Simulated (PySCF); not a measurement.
**Run record: As30H16**

The script drives PySCF SCF with an in-house response code with single-precision fitted integrals, so total energies wander by about 1e-6 Eh between cycles (the fitting error itself is about 1e-3 Eh and cancels in differences); atoms count from 0. Kgrid is the grid level of the response kernel; vcut the energy (Eh) above which virtual orbitals leave the response; delta the states run by ΔSCF (the anion only where the lumo is low enough to bind); pop asks for populations, which are stored and not printed; grid is the SCF grid level (2 if not given).

Spin-orbit coupling is left out, which matters for the heavier atoms here. The basis has no diffuse functions, so the polarisability comes out too low.

Job and coordinates (Å):

```
{"job": {"kind": "uv", "basis": "def2-SVP", "grid": 1, "kgrid": 0, "vcut": null, "nstates": 6, "ntriplets": 2, "tda": false, "delta": ["ip_vertical"], "pop": true, "xc": "PBE"}, "charge": 0, "multiplicity": 1}
As     0.248493     4.378915    -0.697397
As    -1.566106     5.443119     0.598761
As    -3.417633     4.391393    -0.680931
As    -3.409644     2.274573     0.641023
As    -1.591981     1.198257    -0.704011
As     0.256305     2.267986     0.581038
As     3.912285    -1.986589    -0.635680
As     2.069482    -0.900829     0.648490
As     0.238743    -2.021626    -0.641976
As     0.221614    -4.108744     0.667355
As     2.061034    -5.156190    -0.595427
As     3.900726    -4.083300     0.714962
As     5.728202    -5.129622    -0.600726
As     2.077703    -7.278517     0.653899
As     3.912267    -8.290039    -0.587888
As     5.732359    -7.247898     0.650051
As     7.509305    -1.977987    -0.620283
As     5.716864    -0.904677     0.605573
As     7.521024    -4.039002     0.667589
As    -5.268345     1.186089    -0.624257
As    -5.258942    -0.939880     0.664345
As    -3.440199    -2.008799    -0.585079
As    -1.601421    -0.923332     0.650341
As    -5.232571     5.447649     0.636289
As    -7.057405     4.360260    -0.629282
As    -7.070391     2.277000     0.647621
As     2.086087     1.185498    -0.668056
As    -1.620085     7.528930    -0.676965
As    -3.405627     8.540088     0.614025
As    -5.201000     7.520625    -0.652843
H      1.308285     4.980731     0.254061
H     -0.839510    -4.729157    -0.289716
H      1.032741    -7.872744    -0.319972
H      3.924054    -9.509273     0.355543
H      6.776847    -7.829256    -0.321851
H      8.564168    -1.351437     0.306649
H      5.665449     0.286459    -0.378479
H      8.573824    -4.665214    -0.259972
H     -6.325309    -1.539693    -0.288708
H     -3.395794    -3.212212     0.385036
H     -8.108270     4.985079     0.306857
H     -8.132162     1.651316    -0.288278
H      3.134224     1.795909     0.298697
H     -0.536409     8.123274     0.236301
H     -3.417756     9.773838    -0.298757
H     -6.277984     8.128533     0.262185
```

Command:

```bash
OMP_NUM_THREADS=4 python large_run.py task.json out
```

Question: What does the program print?

Answer: 
```
start: PBE on a coarse grid of 248712 points
cycle   1  E = -67068.1985733433  dE = -1.878e+01  |g| = 1.340e+00  |ddm| = 8.756e+00
cycle   2  E = -67068.1642706211  dE =  3.430e-02  |g| = 1.298e+00  |ddm| = 1.702e+00
cycle   3  E = -67068.2701247071  dE = -1.059e-01  |g| = 4.623e-01  |ddm| = 1.581e+00
cycle   4  E = -67068.3524163623  dE = -8.229e-02  |g| = 6.415e-02  |ddm| = 8.237e-01
cycle   5  E = -67068.3532872187  dE = -8.709e-04  |g| = 3.329e-02  |ddm| = 1.528e-01
cycle   6  E = -67068.3536536481  dE = -3.664e-04  |g| = 1.069e-02  |ddm| = 6.892e-02
cycle   7  E = -67068.3536745987  dE = -2.095e-05  |g| = 6.125e-03  |ddm| = 2.454e-02
final grid: 248712 points
cycle   8  E = -67068.3535549855  dE =  1.196e-04  |g| = 1.926e-02  |ddm| = 4.176e-02
cycle   9  E = -67068.3521202403  dE =  1.435e-03  |g| = 6.512e-02  |ddm| = 1.352e-01
cycle  10  E = -67068.3536697611  dE = -1.550e-03  |g| = 6.102e-03  |ddm| = 1.048e-01
cycle  11  E = -67068.3537006426  dE = -3.088e-05  |g| = 1.082e-03  |ddm| = 1.025e-02
cycle  12  E = -67068.3536991282  dE =  1.514e-06  |g| = 2.368e-04  |ddm| = 1.780e-03
cycle  13  E = -67068.3536963750  dE =  2.753e-06  |g| = 5.373e-05  |ddm| = 4.309e-04
converged SCF energy = -67068.3536963750
Vertical ionisation energy (delta-SCF) = 6.4235 eV   <S^2> = 0.751

Static polarisability (au): isotropic 1141.735, principal 500.832 1106.231 1818.142

Singlet excitations
state   eV       nm        f      main configurations
  1   2.2768    544.6   0.00270   H->L 0.84, H-1->L 0.14
  2   2.2938    540.5   0.00080   H-1->L 0.84, H->L 0.14
  3   2.3677    523.6   0.00058   H-2->L 0.98
  4   2.4855    498.8   0.00828   H-3->L 0.94
  5   2.5404    488.0   0.00172   H->L+1 0.62, H-1->L+1 0.25
  6   2.5600    484.3   0.00006   H->L+2 0.55, H-1->L+2 0.25, H-1->L+1 0.17

Triplet excitations (Tamm-Dancoff, eV): 2.1763 2.2097
```

Question: Roughly how long does this take on 4 threads of Intel Xeon 6975P-C (shared host), and how large is the basis?

Answer: About 86 s of wall time, peak memory 3.2 GiB; 1040 basis functions and 1916 fitting functions.
